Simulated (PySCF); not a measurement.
# Computed properties of Si(OSiH3)(H)(F)(NHSiH3) (FH8NOSi3), SMILES F[SiH](N[SiH3])O[SiH3]

Si(OSiH3)(H)(F)(NHSiH3) (FH8NOSi3), SMILES F[SiH](N[SiH3])O[SiH3]. Geometry optimised at B3LYP-D3(BJ)/def2-SVP. Other conformers were not sampled. All values are computed for the isolated molecule unless a solvent is named; none is compared with measurement here.

**Structure.** All 36 harmonic modes at B3LYP-D3(BJ)/def2-SVP (PySCF) are real, so it is a minimum. With heavy atoms numbered as in [SiH:1]([F:2])([NH:3][SiH3:4])[O:5][SiH3:6], the shortest bond between them is Si1–F2 at 1.626 Å and the longest N3–Si4 at 1.758 Å.

**Vibrations.** The strongest infrared lines (harmonic, unscaled, degenerate partners summed) lie at 876 cm⁻¹ (462 km/mol, H 74 %, Si 17 %), 1000 cm⁻¹ (383 km/mol, H 75 %, Si 16 %), 913 cm⁻¹ (288 km/mol, H 38 %, Si 27 %, N 21 %, F 14 %). The softest mode is at 27 cm⁻¹ and the zero-point energy is 52.8 kcal/mol.

**Electronic structure.** M06-2X/def2-TZVP (PySCF) places the frontier levels at -9.28 and 0.63 eV, a gap of 9.91 eV, and gives a dipole moment of 2.18 D and a mean polarisability of 80.7 bohr³. PBE/def2-TZVP (PySCF) at the same geometry gives -6.57 and -0.95 eV, so its gap is 4.29 eV narrower. An orbital gap is neither the optical nor the fundamental gap.

**Excitations.** TDA-CAM-B3LYP/def2-SVPD (PySCF) has S1 at 6.76 eV (184 nm, f = 0.017, weak); the most intense of the 6 singlets computed lies at 7.80 eV (f = 0.03). T1 (TDA) is at 6.38 eV, 0.38 eV under S1. TDA-PBE/def2-SVPD (PySCF) puts S1 at 5.72 eV. No vertical singlet excitation falls in the visible range (under 3.1 eV).

**NMR.** GIAO shifts at PBE0/pcSseg-1 (PySCF) (non-relativistic, atoms alike by connectivity averaged): ¹H from 0.6 to 5.3 ppm against TMS; ²⁹Si from -52.9 to -36.6 ppm against TMS; ¹⁹F at -165.7 ppm against CFCl3.

**Solvation.** SMD-ωB97X/6-31G* (PySCF) gives 1.0 kcal/mol in water, -3.0 kcal/mol in diethylether, -2.6 kcal/mol in N,N-dimethylformamide (1 M in both phases, gas-phase geometry); of these solvents diethylether holds the molecule best.
